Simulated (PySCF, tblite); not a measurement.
C8H10OP (charge -1).
Geometry (GFN2-xTB, Å), atoms numbered from 1 in this order:
```xyz
20
C8H10OP angstrom
C      3.6006    0.0902   -0.2321
C      2.3388    0.1148   -0.6764
C      1.1381    0.0181    0.1021
C      1.0810   -0.1120    1.4877
P     -0.5284   -0.2031    2.1216
C     -1.1522   -0.0628    0.4764
O     -2.5010   -0.0576    0.1182
C     -3.3656   -0.1774    1.1991
C     -0.1632    0.0455   -0.4742
C     -0.4538    0.1676   -1.9409
H      4.4435    0.1685   -0.9036
H      3.8378   -0.0092    0.8138
H      2.1869    0.2180   -1.7477
H      1.9399   -0.1565    2.1394
H     -3.2253    0.6453    1.9142
H     -4.3845   -0.1562    0.8034
H     -3.1967   -1.1177    1.7422
H     -1.5307    0.1417   -2.0946
H     -0.0681    1.1070   -2.3473
H     -0.0023   -0.6538   -2.5043
```

Computed geometry: GFN2-xTB, gas phase.

Masses are those of the commonest isotopes; rigid-rotor values at the optimised geometry. The values belong to one conformer with, in the numbering `[CH2:1]=[CH:2][c:3]1[cH:4][p-:5][c:6]([O:7][CH3:8])[c:9]1[CH3:10]`, C1–C2–C3–C4 0°, P5–C6–O7–C8 0°.

Give the principal moments of inertia and the rotational constants in MHz.

Ia = 226.37, Ib = 625.81, Ic = 845.86 u·Å²; 505379 MHz·u·Å²/I gives A = 2233, B = 807.6, C = 597.5 MHz.

What kind of rotor is it?

An asymmetric top; Ray's κ = -0.743.

Is it planar, by Δ = Ic − Ia − Ib?

Not planar: Δ = Ic − Ia − Ib = -6.32 u·Å². For a rigid frame Δ = −2 Σ m c², so Σ m c² = 3.16 u·Å² lies off the ab plane, practically all of it from hydrogen. The atom farthest from that plane is 0.89 Å away.

Give the other two planar moments, Paa and Pbb, and the rms extents of the mass along the axes.

Paa = Σ m a² = (Ib + Ic − Ia)/2 = 622.66 and Pbb = Σ m b² = (Ia + Ic − Ib)/2 = 223.21 u·Å². With the mass M = 153.05 u, the rms extents √(P/M) along a, b and c are 2.02, 1.21, 0.14 Å.

Estimate the classical rotational partition function at 25 K, 50 K and 100 K.

Point group Cs, symmetry number σ = 1; q = (√π/σ)·√((kT/h)³/(ABC)), k/h = 20836.6 MHz/K: 20300 at 25 K, 57400 at 50 K, 162000 at 100 K.

Its GFN2-xTB frequencies are all real (lowest 60 cm⁻¹). No vibrational averaging or centrifugal distortion is included, and the geometry carries the error of its method.
